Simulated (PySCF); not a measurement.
Species: C6H10O.
SMILES: `C=C/C=C\COC`

Torsions of this conformer, `[CH2:1]=[CH:2]/[CH:3]=[CH:4]\[CH2:5][O:6][CH3:7]`: C1–C2–C3–C4 -179°, C3–C4–C5–O6 -179°, C4–C5–O6–C7 -179°.

The closed-shell ground state was solved at several levels (PySCF, density fitting, gas phase, non-relativistic). Isolated species at its GFN2-xTB geometry (one conformer only).

```csv
level,basis functions,total energy (Eh),HOMO (eV),LUMO (eV),gap (eV),dipole (D)
PBE0/pcSseg-1,169,-309.4101,-6.59,-0.85,5.74,1.37
CAM-B3LYP/def2-SVPD,223,-309.4430,-7.84,0.20,8.04,1.33
```

Question: Estimate the row for PBE0/def2-SVPD, a basis of 223 functions; the other rows only guide the guess.

Answer: Total energy -309.2400 Eh, HOMO -6.61 eV, LUMO -0.90 eV, gap 5.71 eV, dipole 1.27 D.

Question: Over all these levels, which gives the widest orbital gap and which the narrowest?

Answer: CAM-B3LYP/def2-SVPD (range-separated hybrid) has the widest, 8.04 eV, and PBE0/def2-SVPD (global hybrid, 25 % exact exchange) the narrowest, 5.71 eV. The two share the basis. From the narrowest to the widest the HOMO moves by -1.23 eV and the LUMO by +1.10 eV.

Question: How far do the dipole and the HOMO energy spread over the levels?

Answer: The dipole runs from 1.27 to 1.37 D (mean 1.32 D) and the HOMO from -7.84 to -6.59 eV.
